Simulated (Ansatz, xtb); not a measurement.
# A geometry optimisation of F2H2Si2 with r2SCAN-D4/def2-SVP

The starting geometry of this gas-phase singlet has its atoms placed at random.

```csv
atom,x (Å),y (Å),z (Å)
F,-0.9929,0.5395,1.0994
F,0.6237,-0.2476,1.1945
Si,1.1162,1.0693,-0.3278
Si,-0.9719,1.0320,-1.2513
H,0.5994,-0.4134,2.0637
H,1.2308,0.9652,0.9658
```

One run relaxed it with r2SCAN-D4/def2-SVP. What is a likely outcome?

It ends as a structure with F2 bridging Si3 and H5, given below by its coordinates. Distances that change by over a tenth: F2–H5 (0.89 → 1.02 Å), Si3–H6 (1.30 → 1.53 Å). Contacts that close: F1–Si4 (2.40 → 1.77 Å).

The energy falls by 7.46 eV over 15 steps:

```json
{"step": "1", "E − E(last) (eV)": "7.464"}
{"step": "3", "E − E(last) (eV)": "2.455"}
{"step": "4", "E − E(last) (eV)": "1.711"}
{"step": "6", "E − E(last) (eV)": "1.004"}
{"step": "7", "E − E(last) (eV)": "0.682"}
{"step": "9", "E − E(last) (eV)": "0.277"}
{"step": "10", "E − E(last) (eV)": "0.080"}
{"step": "12", "E − E(last) (eV)": "0.003"}
{"step": "13", "E − E(last) (eV)": "0.000"}
{"step": "15", "E − E(last) (eV)": "0.000"}
```

Final geometry (Å):

```json
{"atom": "F", "x (Å)": "-1.3351", "y (Å)": "0.1101", "z (Å)": "0.8880"}
{"atom": "F", "x (Å)": "0.8478", "y (Å)": "-0.4523", "z (Å)": "1.4214"}
{"atom": "Si", "x (Å)": "1.3983", "y (Å)": "0.5653", "z (Å)": "-0.1835"}
{"atom": "Si", "x (Å)": "-0.8903", "y (Å)": "1.2554", "z (Å)": "-0.3845"}
{"atom": "H", "x (Å)": "-0.1609", "y (Å)": "-0.3402", "z (Å)": "1.3711"}
{"atom": "H", "x (Å)": "1.7454", "y (Å)": "1.8068", "z (Å)": "0.6319"}
```

From the same start GFN2-xTB ends elsewhere, in pieces: FHSi2 + FH.

From so rough a start the end depends on the optimiser's path, so another program may land elsewhere. No frequencies were run, so the end isn't proven a minimum. Run with Ansatz 0.2.0, 42 s on 1 thread of AMD EPYC 7R43 64-Core Processor (Zen 3) (shared host).
